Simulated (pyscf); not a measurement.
## •H₂Si–AsH₂, doublet

Gas-phase minimum from PySCF at ωB97X-D3(BJ)/def2-SVP, one conformer. •H₂Si–AsH₂ lies 16.5 kcal/mol over its isomer H₃Si–AsH•, and others may lie lower still (electronic energy, ωB97M-D3(BJ)). 

```xyz
6

Si    -0.6767     0.3963     0.4578
As     1.3537     0.1989    -0.6963
H     -0.5163     1.3817     1.5734
H     -1.7282     0.9027    -0.4797
H      0.9201    -1.0311    -1.4741
H      2.0273    -0.6101     0.3980
```
Charge 0, spin multiplicity 2.

Bond lengths (Å): Si1–As2 2.344, Si1–H3 1.497, Si1–H4 1.497, As2–H5 1.518, As2–H6 1.518. Angles (°): As2–Si1–H3 109.2, As2–Si1–H4 109.2, H3–Si1–H4 108.6, Si1–As2–H5 94.2, Si1–As2–H6 94.3, H5–As2–H6 93.7.

Properties at ωB97X-D3(BJ)/def2-SVP:

```json
{
 "harmonic_wavenumbers_unscaled": "157, 381, 466, 512, 712, 746, 920, 1005, 2210, 2229, 2264, 2277 cm⁻¹",
 "zero_point_energy": "19.8 kcal/mol",
 "rotational_symmetry_number": "1",
 "Entropy of this conformer at 298 K and 1 atm, rigid rotor and harmonic oscillator, modes under 100 cm⁻¹ raised to 100": "294.6 J/(mol K)",
 "dipole_moment": "0.51 D",
 "Spin expectation value S2": "0.753"
}
```

Single-point totals, which compare only within one level (frozen core for MP2 and CC):

```tsv
level	total energy (hartree)
ωB97X-D3(BJ)/def2-TZVP	-2527.70167
PBE/def2-TZVP	-2527.23725
r²SCAN/def2-TZVP	-2527.69438
B3LYP-D3(BJ)/def2-TZVP	-2527.80718
PBE0-D3(BJ)/def2-TZVP	-2527.33786
M06-2X/def2-TZVP	-2527.70767
ωB97M-D3(BJ)/def2-TZVP	-2527.77985
UHF/def2-TZVPP	-2525.43240
MP2/def2-TZVPP	-2525.81581
CCSD/def2-TZVPP	-2525.84809
CCSD(T)/def2-TZVPP	-2525.86326
```

Soft torsions are taken as harmonic, which can shift the entropy by several J/(mol K). The CCSD(T) − MP2 part came from Ansatz, without density fitting, on the same reference. The frozen core leaves the outer d or s,p core shells of the metals and heavy elements correlated in the MP2 and CC values, and def2-TZVPP describes them poorly, so these totals are far from the basis limit. Elements up to Kr have no core potential and no relativistic terms here.
